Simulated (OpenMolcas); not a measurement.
**neutral antimony: effect of the active space**

```yaml
Program: OpenMolcas
Method: SS-CASPT2 or its RAS form, IPEA 0.25 Eh, imaginary shift 0.1 Eh
Basis: ANO-RCC-VTZP
Scalar_Hamiltonian: DKH2, point nucleus
Spin-orbit_coupling: state interaction with AMFI integrals over the reference wave functions, term energies averaged over their components
```

A. 3 electrons in 3 orbitals (5p); 2S+1 = 4 odd, 1 root; 2S+1 = 2 odd, 8 roots; closed shells correlated: 4d 5s; CASPT2 step about 1.1 core-seconds
B. 5 electrons in 8 orbitals (5s 5p 6s 6p); 2S+1 = 4 odd, 1 root; 2S+1 = 2 odd, 8 roots; 2S+1 = 4 even, 3 roots; 2S+1 = 2 even, 3 roots (0 in the spin-orbit step); closed shells correlated: 4d; CASPT2 step about 6 core-seconds
C. 5 electrons in 9 orbitals (RAS2 5s 5p; RAS3 5d, at most 2 electrons); 2S+1 = 4 odd, 1 root; 2S+1 = 2 odd, 8 roots; 2S+1 = 4 even, 3 roots; 2S+1 = 2 even, 5 roots (0 in the spin-orbit step); closed shells correlated: 4d; CASPT2 step of the order of 8 core-seconds

Energies in cm⁻¹ above 5s² 5p³ ⁴S°_3/2, the measured ground level; measured values from NIST Handbook of Basic Atomic Spectroscopic Data.

```
          Level      A      B      C  Measured
5s² 5p³ ⁴S°_3/2    0.0    0.0    0.0       0.0
5s² 5p³ ²D°_3/2   9920  10300   9810      8512
5s² 5p³ ²D°_5/2  10960  11390  10850      9854
5s² 5p³ ²P°_1/2  18160  18650  17860     16395
5s² 5p³ ²P°_3/2  19640  20030  19270     18464
```

Deviations, from unrounded energies. A percentage is the sum of absolute deviations over the sum of measured energies, with the sign that they share, or ± where signs differ.

```csv
Against measurement,Levels,A,B,C
mean absolute deviation (cm-1),4,1400,1800,1100
other terms of the ground configuration (%),4,+10.3,+13.4,+8.6
```

C lies closest to measurement on these levels and B furthest from it. The largest miss of C in the table is 5s² 5p³ ²P°_1/2, by +1500 cm-1. The ranking rests on the paired levels alone, and a cruder setting can come out closer through cancelling errors.

Among A to C the level of the table that moves most is 5s² 5p³ ²P°_1/2, by 790 cm-1 (lowest in C, highest in B). Moves below CASPT2's spread within the term are not significant.

Term energies are means over components that CASPT2 splits; among the terms shown or strongly mixed into the levels shown the widest spread is 93 cm-1 (5s² 5p³ ²D°, B). Some terms miss by over 15 % even with CASPT2, which points to a basis or an active space too small for the shells correlated. With the s shell closed, the reference lacks s² → p² mixing (holds for A). Some high roots are left out of the spin-orbit mixing, which shifts the levels that they would mix with (holds for B; C). Active for correlation alone: 6p 6s; no level in the range computed is led by a configuration that fills them, so any true level of that kind is missing (holds for B). Active for correlation alone: 5d; no level in the range computed is led by a configuration that fills it, so any true level of that kind is missing (holds for C). Computed and measured levels are paired by configuration, term and J; levels that our copy of the source lacks, or whose pairing is in doubt (as where it misses far off the trend of its configuration), stay unpaired and out of the deviations. Levels of configurations outside the active space are missing. Levels that lie high or do not pair safely by name in every column are left out.

° marks odd parity.
